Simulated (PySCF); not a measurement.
**Dipole moment and polarisability of `Fc1ccc(C#P)cc1`**

Compound: C7H4FP.
Cartesian coordinates in Å at the GFN2-xTB level; atoms count from 1:
```
atom  x, y, z in Å
F1    -3.0461    0.1160   -0.1519
C2    -1.7001    0.0646   -0.0844
C3    -0.9923    1.2406    0.1010
C4     0.3840    1.1859    0.1676
C5     1.0519   -0.0402    0.0492
C6     2.4499   -0.0927    0.1163
P7     4.0053   -0.1505    0.1906
C8     0.3075   -1.2127   -0.1354
C9    -1.0689   -1.1625   -0.2032
H10   -1.5213    2.1765    0.1910
H11    0.9586    2.0888    0.3113
H12    0.8232   -2.1570   -0.2250
H13   -1.6562   -2.0562   -0.3447
```

Level: CAM-B3LYP/def2-SVPD (PySCF), static field, nuclei fixed, core orbitals frozen in the response. The polarisability tensor in these axes (au):

```
x   179.70  -3.38   5.86
y    -3.38  95.50   4.14
z     5.86   4.14  61.74
```

Task: What are the eigenvalues, a third of the trace, and Δα (Δα² = ½Σ(αi − αj)² over the three pairs)?

Result: Principal values 60.92, 95.92 and 180.11 au; mean 112.31 au = 16.64 Å³ = 18.52 × 10⁻⁴⁰ C²·m²/J; Δα = 106.11 au (94 % of the mean).

Task: What is the dipole moment?

Result: 0.02 D at this geometry.

Task: Rayleigh depolarisation ratio (linearly polarised light, static tensor)?

Result: ρ = 3Δα²/(45ᾱ² + 4Δα²) = 33780.8/(567641 + 45041.1) = 0.0551.

Task: In TDDFT the mean static polarisability is Σ f/ω² over all singlet excitations (ω in hartree). How much of it do the 8 lowest give? Their energies (eV) and oscillator strengths: 3.88, 0.0000; 4.07, 0.1868; 4.21, 0.0000; 4.95, 0.0020; 5.76, 0.4975; 6.07, 0.1774; 6.46, 0.0131; 6.59, 0.0012.

Result: They add up to 23.33 au, 20.8 % of the 112.31 au; the largest single term is 11.09 au, from the state at 5.76 eV. Terms in order: 0.00, 8.36, 0.00, 0.06, 11.09, 3.57, 0.23, 0.02 au. Higher excitations give the rest. The strengths listed sum to 0.878.

Task: Find the Langevin capture rate constant for H3O+ (19.018 u) meeting this molecule (138.003 u), k = 2.342 × 10⁻⁹ cm³/s × √(α in Å³ / reduced mass in u).

Result: The reduced mass is 16.71 u, so k = 2.34 × 10⁻⁹ cm³/s.

Task: Directions of the eigenvectors, and the extent of the frame along each?

Result: Largest value along (1.00, -0.04, 0.05), where the nuclei span 7.06 Å; middle along (0.03, 0.99, 0.13), 4.28 Å; least along (-0.05, -0.12, 0.99), 0.01 Å. The response follows the extents in order.

Task: Molar refractivity from α?

Result: Lorentz–Lorenz: R = (4π/3)N_A α = 2.5225 cm³/(mol·Å³) × 16.64 Å³ = 42.0 cm³/mol, in the limit of long wavelengths.

Isolated species at its GFN2-xTB geometry, gas phase.

These values come from a run that also computed excited states. The run took about 1.9 min of CPU time (one thread, shared machine).
